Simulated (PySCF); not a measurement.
CH9GaO2Si2, SMILES [O]([Ga]([CH3])[O][SiH3])[SiH3] (GFN2-xTB optimised geometry):

```
15

Ga    -1.150    -0.647     2.604
C     -2.342    -0.643     4.232
H     -2.253    -1.604     4.734
H     -3.370    -0.468     3.922
H     -2.034     0.158     4.903
O     -1.179     0.634     1.400
Si    -0.614     1.244     0.000
H     -1.137     0.438    -1.110
H      0.854     1.244     0.000
H     -1.162     2.603     0.000
O      0.006    -1.928     2.266
Si     1.162    -2.522     1.285
H      0.663    -2.603    -0.092
H      1.411    -3.848     1.859
H      2.346    -1.658     1.362
```

Computed with PBE0/def2-TZVP in PySCF 2.14.0.

Problem. What are the frontier orbital energies and the dipole moment?

Solution. HOMO-2 -8.75 eV, HOMO-1 -8.42 eV, HOMO -8.21 eV, LUMO -0.61 eV, LUMO+1 -0.34 eV; dipole moment 1.44 D.

On the same geometry PBE/def2-TZVP (PySCF 2.14.0) gives HOMO-2 -7.31 eV, HOMO-1 -6.96 eV, HOMO -6.74 eV, LUMO -1.50 eV, LUMO+1 -1.18 eV; dipole moment 1.52 D.

Meta-Löwdin charges at PBE0/def2-TZVP: Ga1 0.96, C2 -0.56, H3 0.14, H4 0.14, H5 0.14, O6 -0.81, Si7 0.76, H8 -0.12, H9 -0.12, H10 -0.11, O11 -0.81, Si12 0.76, H13 -0.12, H14 -0.11, H15 -0.12.
